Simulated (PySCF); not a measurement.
A GIAO shielding run with PySCF 2.14.0 with density-fitted response routines (density fitting, non-relativistic, gas phase) on `InChI=1S/C7H13NSi/c1-6(9)5-8-7-3-2-4-7/h5,7H,1-4H2,9H3/b8-5-`:

```
$ OMP_NUM_THREADS=1 python probes_run.py task.json out

{"job": {"kind": "nmr", "xc": "PBE0", "basis": "pcSseg-1"}, "charge": 0, "multiplicity": 1}
C      2.100041     1.013187    -0.037185
C      1.150236     1.352254    -0.903387
Si     1.470681     1.611814    -2.750126
C     -0.242897     1.548150    -0.476466
N     -1.026609     0.740104     0.089579
C     -0.642364    -0.584294     0.445763
C     -1.805016    -1.596656     0.396911
C     -1.458203    -2.051981     1.820715
C     -0.543991    -0.829242     1.969762
H      1.897858     0.898390     1.017946
H      3.124645     0.869337    -0.341067
H      2.906108     1.479232    -2.997001
H      1.005051     2.950828    -3.117725
H      0.725224     0.602863    -3.505964
H     -0.667029     2.520122    -0.721731
H      0.252763    -0.939164    -0.085011
H     -1.746439    -2.349695    -0.385629
H     -2.760593    -1.081994     0.337955
H     -0.908714    -2.991258     1.839027
H     -2.289185    -2.113961     2.519499
H      0.457370    -1.009296     2.355943
H     -1.009349    -0.019354     2.527343
```

Hardware: 1 thread of an Intel Xeon, shared host. The job also computes population analyses, field gradients, ring-centre shieldings.

(1) How large is the calculation?

(2) How long does it take, and how much memory does it need?

## Answers

(1) 76 electrons, 225 basis functions and 1180 auxiliary functions.

(2) 120 s of wall time, with 14 SCF cycles and 5 response iterations; peak memory 1.1 GiB. Times on a shared host scatter by some tens of per cent.
